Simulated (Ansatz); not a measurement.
A structure relaxed at PBE0-D4/def2-SVPD in Ansatz, charge -1, singlet:

Cartesian coordinates in Å:
```
K -0.335 2.056 1.655
K 2.608 -0.018 0.560
K -2.600 0.017 -0.554
K 0.333 -2.051 -1.667
H 2.202 1.976 2.159
H -2.208 -1.979 -2.155
H 0.005 0.001 -0.004
H -2.857 2.011 1.077
H 2.852 -2.013 -1.071
```

Question: Give its formula and point group.

Answer: the cluster K₄H₅⁻. Point group D4h (tolerance 0.1 Å).

Question: Summarise the bond lengths by kind (pairs closer than 1.2 times the sum of covalent radii, bridged metal pairs left out).

Answer: 12 × H–K 2.59 to 2.66 Å.

The structure comes from a short search, and lower isomers may exist.
